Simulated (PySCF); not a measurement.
Si(H)2(Me)(SH) (CH6SSi), SMILES C[SiH2]S. Atoms are numbered in the order given.

```xyz
9

Si    -0.4194     0.6198     0.2438
C     -1.8422    -0.5995     0.2370
S      1.4210    -0.2684    -0.4384
H     -0.6564     1.7314    -0.7230
H     -0.2453     1.1928     1.6142
H     -1.6531    -1.4276     0.9375
H     -2.7772    -0.1025     0.5416
H     -1.9813    -1.0243    -0.7683
H      1.5028    -1.1562     0.5774
```
Charge 0, spin multiplicity 1.

Geometry: PBE0-D3(BJ)/def2-SVP. One conformer was computed; it need not be the lowest.

Calculation: HF/pcSseg-1 (PySCF).

GIAO shieldings, no solvent; atoms listed in one row are averaged. δ = σ(ref) − σ: ²⁹Si against TMS (σ = 393.8 ppm); ¹³C against TMS (σ = 192.6 ppm); ³³S against H2S (σ = 725.2 ppm); ¹H against TMS (σ = 31.99 ppm), references at their B3LYP-D3(BJ)/def2-TZVP geometries, non-relativistic.

Computed chemical shifts:
```csv
nucleus,atoms,count,δ (ppm)
²⁹Si,Si1,1,-23.3
¹³C,C2,1,2.8
³³S,S3,1,-41.7
¹H,H5,1,4.72
¹H,H4,1,4.59
¹H,"H6, H7, H8",3,0.69
¹H,H9,1,0.53
```
